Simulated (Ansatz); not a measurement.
C4H11FSi, SMILES C(C)(C[SiH2]F)C.

Geometry optimised at B3LYP-D3(BJ)/def2-SVP. The structure was generated by enumeration, and PubChem lists no compound with its InChIKey, so it may never have been made. The values are those of a single conformer.

Two levels are set side by side: PBE/def2-SVPD (Ansatz, a program for electronic structure) and PBE0/def2-SVPD (Ansatz). Energy differences of separate SCF runs at the same geometry; the states with an electron removed or added have multiplicity 2 and 2. Differences are taken from unrounded values.

| quantity | PBE0 | PBE | PBE minus PBE0 |
|---|---|---|---|
| vertical ionisation energy (eV) | 10.45 | 10.01 | -0.44 |
| vertical singlet–triplet gap (eV) | 7.28 | 6.77 | -0.51 |
